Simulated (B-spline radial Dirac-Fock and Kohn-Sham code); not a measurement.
# Elastic and transport cross sections of neodymium for positrons

Level of theory: relativistic (Dirac) partial waves in the static field of the Dirac-Fock atom, without polarisation or absorption potentials; a B-spline atomic structure program. Below a few hundred eV the neglected polarisation potential matters, most of all at small angles. σ_tr1 and σ_tr2 weight the cross section with 1 − P₁ and 1 − P₂ of cos θ; "backward" is the share scattered beyond 90°.

```csv
energy (eV),σ (a₀²),σ_tr1 (a₀²),σ_tr2 (a₀²),σ/σ_tr1,backward (%)
104,33.8,5.21,9.05,6.49,4.3
175,27.1,3.56,6.28,7.62,3.5
364,19.6,1.99,3.63,9.83,2.6
476,17.3,1.59,2.93,10.9,2.3
584,?,?,?,?,?
2360,7.72,0.358,0.719,21.6,0.92
2880,6.93,0.289,0.589,24.0,0.79
4370,5.50,0.180,0.378,30.5,0.58
4870,5.17,0.159,0.335,32.6,0.53
10900,3.20,0.0587,0.130,54.5,0.27
12300,2.97,0.0501,0.112,59.2,0.24
15400,2.57,0.0371,0.0840,69.4,0.20
19000,2.25,0.0278,0.0638,80.9,0.16
66300,0.976,0.00437,0.0108,223,0.040
82100,0.848,0.00313,0.00784,271,0.031
104000,0.729,0.00216,0.00547,338,0.022
```

Question: Fill in the row for 584 eV.

Answer: σ = 15.7 a₀², σ_tr1 = 1.34 a₀², σ_tr2 = 2.48 a₀², σ/σ_tr1 = 11.7, backward 2.1 %. The ratio σ/σ_tr1 is roughly the number of elastic collisions that randomise the direction.

Values without a named source are computed, but for edge energies of neutral atoms, which are taken from tables.
